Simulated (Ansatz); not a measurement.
Molecule: N-dimethylboranylmethanamine, C3H10BN, net charge 0, singlet state. 
Structure (B3LYP-D3(BJ)/def2-TZVP (Ansatz, a quantum-chemistry and plane-wave program) minimum search):
SMILES: CNB(C)C
```xyz
15

C      1.6089    -1.1548     0.5939
N      0.9805    -0.0611    -0.1237
B     -0.3732     0.2964    -0.1719
C     -0.7904     1.5639    -1.0203
C     -1.4710    -0.5258     0.6212
H      2.3315    -0.7888     1.3293
H      2.1331    -1.8334    -0.0854
H      0.8543    -1.7287     1.1266
H      1.6365     0.5092    -0.6359
H     -1.3487     2.2761    -0.4037
H      0.0481     2.1013    -1.4718
H     -1.4723     1.2752    -1.8273
H     -1.3024    -1.6054     0.6248
H     -2.4740    -0.3484     0.2282
H     -1.4885    -0.2108     1.6713
```

Quantity: vertical ionisation energy (to the doublet state of charge +1; each state is the SCF solution reached for its spin), in eV. Cores are frozen in the correlated levels unless marked. Open shells are spin-unrestricted. Spin-orbit coupling is left out. No relativistic terms. CBS marks a two-point X^-3 extrapolation of the correlation energy; Hartree-Fock from the larger set.

```json
[
 {"level": "HF/aug-cc-pVDZ", "program": "Ansatz", "vertical ionisation energy (eV)": "8.21"},
 {"level": "HF/aug-cc-pVTZ", "program": "Ansatz", "vertical ionisation energy (eV)": "8.22"},
 {"level": "HF/aug-cc-pVQZ", "program": "Ansatz", "vertical ionisation energy (eV)": "8.22"},
 {"level": "SVWN5/def2-TZVPD", "program": "Ansatz", "vertical ionisation energy (eV)": "9.47"},
 {"level": "PBE/def2-TZVPD", "program": "Ansatz", "vertical ionisation energy (eV)": "9.30"},
 {"level": "r2SCAN/def2-TZVPD", "program": "Ansatz", "vertical ionisation energy (eV)": "9.28"},
 {"level": "B3LYP/def2-TZVPD", "program": "Ansatz", "vertical ionisation energy (eV)": "9.48"},
 {"level": "PBE0/def2-TZVPD", "program": "Ansatz", "vertical ionisation energy (eV)": "9.41"},
 {"level": "BHLYP/def2-TZVPD", "program": "Ansatz", "vertical ionisation energy (eV)": "9.33"},
 {"level": "CAM-B3LYP/def2-TZVPD", "program": "Ansatz", "vertical ionisation energy (eV)": "9.55"},
 {"level": "wB97M-V/def2-TZVPD", "program": "Ansatz", "vertical ionisation energy (eV)": "9.57"},
 {"level": "wB97X-V/def2-TZVPD", "program": "Ansatz", "vertical ionisation energy (eV)": "9.55"},
 {"level": "B2PLYP/def2-TZVPD", "program": "Ansatz", "vertical ionisation energy (eV)": "9.54"},
 {"level": "MP2/aug-cc-pVDZ", "program": "Ansatz", "vertical ionisation energy (eV)": "9.75"},
 {"level": "RI-MP2/aug-cc-pVTZ", "program": "Ansatz", "vertical ionisation energy (eV)": "9.90"},
 {"level": "RI-MP2/aug-cc-pVQZ", "program": "Ansatz", "vertical ionisation energy (eV)": "9.95"},
 {"level": "RI-MP2/CBS(aug-cc-pVTZ,aug-cc-pVQZ)", "program": "Ansatz", "vertical ionisation energy (eV)": "9.99"},
 {"level": "SCS-MP2/aug-cc-pVDZ", "program": "Ansatz", "vertical ionisation energy (eV)": "9.68"},
 {"level": "CCSD/aug-cc-pVDZ", "program": "Ansatz", "vertical ionisation energy (eV)": "9.48"},
 {"level": "CCSD(T)/aug-cc-pVDZ", "program": "Ansatz", "vertical ionisation energy (eV)": "9.55"}
]
```
